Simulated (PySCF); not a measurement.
**Computed spin Hamiltonian**

C5H7Cl2O (doublet state).
Z-matrix (Å and degrees, GFN2-xTB geometry), rows numbered from 1:
```
C 
C   1  1.3651
C   2  1.3849  1  122.93
C   3  1.4639  2  124.99  1  -178.91
Cl  4  1.8409  3  108.05  2   109.37
Cl  4  1.7949  3  109.61  2  -135.56
C   4  1.5315  3  118.01  2   -11.71
O   7  1.3949  4  113.20  3    62.26
H   1  1.0742  2  121.27  3  -179.83
H   1  1.0763  2  121.29  3     0.31
H   2  1.0804  1  118.76  3  -179.51
H   3  1.0807  2  119.27  1    -0.87
H   7  1.0991  4  108.25  3  -173.99
H   7  1.0934  4  108.76  3   -56.22
H   8  0.9669  7  108.45  4    56.54
```

The hyperfine couplings belong to this conformer and change with its torsions.

Identity: `[CH2]/C=C/C(Cl)(Cl)CO` [radical].

Computed, not measured: UKS B3LYP, pcH-1 on C Cl H O, non-relativistic, mean-field spin-orbit, GIAO (PySCF 2.14.0). Geometry: GFN2-xTB, one conformer, isolated molecule. The geometry wasn't refined by DFT: couplings that depend on bond lengths, twists or pyramidal angles can differ widely from those at the functional's own minimum. Stability of the SCF solution: not tested. ⟨S²⟩ is 0.775 where a pure state has 0.75.

* g1, g2, g3: 1.99994, 2.00252, 2.00292
* g_iso: 2.00179
* Form of g: close to axial: the two nearest values differ by 13 % of g3 − g1
* ⟨S²⟩: 0.7753 (exact 0.7500)
* HOMO–LUMO gap, α and β orbitals: 5.36, 5.06 eV

Isotropic coupling and dipolar principal values T1 to T3, in MHz; ρ(0) is the spin density at the nucleus:

```json
{"atom": "C1", "isotope": "13C", "a_iso": "51.3", "of which spin–orbit": "-0.1", "T1": "-48.9", "T2": "-47.2", "T3": "96.0", "Mulliken spin population": "0.64", "ρ(0) (bohr⁻³)": "0.0456"}
{"atom": "C2", "isotope": "13C", "a_iso": "-46.0", "of which spin–orbit": "0.0", "T1": "-27.9", "T2": "11.2", "T3": "16.8", "Mulliken spin population": "-0.25", "ρ(0) (bohr⁻³)": "-0.0409"}
{"atom": "C3", "isotope": "13C", "a_iso": "56.8", "of which spin–orbit": "-0.1", "T1": "-52.2", "T2": "-50.9", "T3": "103.2", "Mulliken spin population": "0.62", "ρ(0) (bohr⁻³)": "0.0506"}
{"atom": "C4", "isotope": "13C", "a_iso": "-21.6", "of which spin–orbit": "0.0", "T1": "-2.1", "T2": "0.4", "T3": "1.7", "Mulliken spin population": "-0.03", "ρ(0) (bohr⁻³)": "-0.0192"}
{"atom": "Cl5", "isotope": "35Cl", "a_iso": "25.0", "of which spin–orbit": "0.2", "T1": "-14.8", "T2": "-13.5", "T3": "28.3", "Mulliken spin population": "0.06", "ρ(0) (bohr⁻³)": "0.0567"}
{"atom": "Cl6", "isotope": "35Cl", "a_iso": "12.8", "of which spin–orbit": "0.0", "T1": "-7.4", "T2": "-7.1", "T3": "14.5", "Mulliken spin population": "0.03", "ρ(0) (bohr⁻³)": "0.0291"}
{"atom": "C7", "isotope": "13C", "a_iso": "1.6", "of which spin–orbit": "0.0", "T1": "-0.7", "T2": "-0.5", "T3": "1.2", "Mulliken spin population": "0.00", "ρ(0) (bohr⁻³)": "0.0014"}
{"atom": "O8", "isotope": "17O", "a_iso": "-0.4", "of which spin–orbit": "0.0", "T1": "-1.2", "T2": "0.5", "T3": "0.7", "Mulliken spin population": "0.00", "ρ(0) (bohr⁻³)": "0.0007"}
{"atom": "H9", "isotope": "1H", "a_iso": "-39.9", "of which spin–orbit": "0.0", "T1": "-23.7", "T2": "-0.6", "T3": "24.3", "Mulliken spin population": "-0.03", "ρ(0) (bohr⁻³)": "-0.0089"}
{"atom": "H10", "isotope": "1H", "a_iso": "-37.8", "of which spin–orbit": "0.0", "T1": "-20.2", "T2": "-1.9", "T3": "22.1", "Mulliken spin population": "-0.03", "ρ(0) (bohr⁻³)": "-0.0085"}
{"atom": "H11", "isotope": "1H", "a_iso": "11.9", "of which spin–orbit": "0.0", "T1": "-5.0", "T2": "-1.4", "T3": "6.4", "Mulliken spin population": "0.01", "ρ(0) (bohr⁻³)": "0.0027"}
{"atom": "H12", "isotope": "1H", "a_iso": "-39.3", "of which spin–orbit": "0.0", "T1": "-20.6", "T2": "-3.0", "T3": "23.7", "Mulliken spin population": "-0.03", "ρ(0) (bohr⁻³)": "-0.0088"}
{"atom": "H13", "isotope": "1H", "a_iso": "0.9", "of which spin–orbit": "0.0", "T1": "-1.0", "T2": "-1.0", "T3": "2.0", "Mulliken spin population": "0.00", "ρ(0) (bohr⁻³)": "0.0002"}
{"atom": "H14", "isotope": "1H", "a_iso": "0.6", "of which spin–orbit": "0.0", "T1": "-2.0", "T2": "-1.7", "T3": "3.7", "Mulliken spin population": "0.00", "ρ(0) (bohr⁻³)": "0.0001"}
{"atom": "H15", "isotope": "1H", "a_iso": "-0.1", "of which spin–orbit": "0.0", "T1": "-1.5", "T2": "-0.9", "T3": "2.4", "Mulliken spin population": "0.00", "ρ(0) (bohr⁻³)": "0.0000"}
```

The largest Mulliken spin populations are on C1 (+0.64), C3 (+0.62), C2 (-0.25) and Cl5 (+0.06). The positive populations add up to 1.36 and the negative ones to -0.36, together 2S = 1. The angles at C1 add up to 360.0°, so it is planar.

Axes: g1 points within 13° of the C3–H12 bond.

Under fast tumbling the dipolar parts average out, and these isotropic splittings remain: 1 × 1H (H9, I = 1/2, 2 lines) with 1.43 mT, 1 × 1H (H12, I = 1/2, 2 lines) with 1.40 mT, 1 × 1H (H10, I = 1/2, 2 lines) with 1.35 mT, 2 × 35Cl (Cl5/Cl6, I = 3/2, 7 lines) with 0.67 mT and 1 × 1H (H11, I = 1/2, 2 lines) with 0.42 mT.

Class means assume fast exchange of nuclei equivalent by connectivity; if that motion is slow, each nucleus keeps its own coupling. H9 and H10 aren't averaged: C1 is flat or nearly so (angle sum 360°), and its turn about the short C1–C2 bond (1.37 Å) is taken as slow. The 35Cl value of +18.9 MHz is a mean of couplings from 12.8 to 25.0 MHz in this one geometry, not an average over conformers.

Main isotope only: 35Cl (natural samples also hold 24 % 37Cl, magnetic too, which adds its own pattern).

The 13C coupling of C3 (56.8 MHz) shows only in satellite lines or after enrichment, since that isotope makes up about 1.07 % of natural carbon.

The run took 89 s (with the writing of density and orbital grids) on one thread, Arm Neoverse V2 (aarch64) (shared host), and the process peaked at 1.0 GiB of memory.
